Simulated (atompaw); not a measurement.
## Rb (Z = 37): one change to a PAW (atompaw) potential, before and after

```
Element                 : rubidium (Rb)
Generator               : atompaw 4.2.0.5
Type                    : PAW
Functional              : PBE
Relativity              : scalar-relativistic
Frozen core             : [Ar] 3d10 4s2
Valence charge          : 7
Reference configuration : 4p6 4d0 5s0 5p0 (charge +1)
Partial waves           : 5s (bound, empty): rc 3.00 bohr; 5s channel at 4.8 Ry: rc 3.00 bohr; 4p (bound): rc 2.10 bohr; 5p (bound, empty): rc 2.60 bohr; 4d (bound, empty): rc 3.00 bohr; 4d channel at 3.4 Ry: rc 3.00 bohr
Local potential         : troulliermartins scheme with l = 3 at 1 Ry, radius 2.20 bohr
Core correction         : smooth core density matched at 1.55 bohr
Augmentation charge     : besselshape compensation charge, radius 2.75 bohr; PAW radius 3.00 bohr; waves and projectors: custom polynom2 7 10 vanderbiltortho
```

Change: wave 5p (bound): rc 2.60 bohr becomes 5p (bound): rc 1.64 bohr.

Cutoffs: the cutoffs (Ry, on a coarse ladder) from which the occupation-weighted sum of valence levels, in a spherical-Bessel basis at the reference potential, stays within 10 and 1 mRy of its value at 400 Ry; they do not see the model core or the augmentation charge, which bear on the density cutoff.

Q: What does the change do?

A: The potential gets softer (15 Ry and 21 Ry → 15 Ry and 18 Ry); both files keep a bound ghost (s).

```csv
quantity,base,changed
"cutoff, loose",15 Ry,15 Ry
"cutoff, tight",21 Ry,18 Ry
bound ghosts,s,s
s: phases at 3.02 bohr within 0.05 rad from the reference energy up to (Ry; the scan ends near 5),to the end of the scan,to the end of the scan
p: phases at 3.02 bohr within 0.05 rad from the reference energy up to (Ry; the scan ends near 5),0.4,0.6
d: phases at 3.02 bohr within 0.05 rad from the reference energy up to (Ry; the scan ends near 5),2.2,2.2
lowest overlap eigenvalue by channel,"s 0.81, p 0.28, d 0.86","s 0.81, p 0.68, d 0.86"
```

 A true bound ghost makes a file unfit for plane-wave use even where its test errors are small: the radial tests pick states by their node count and pass the ghost by. The cutoffs see the waves, projectors and local potential, not the compensation charge or the core.
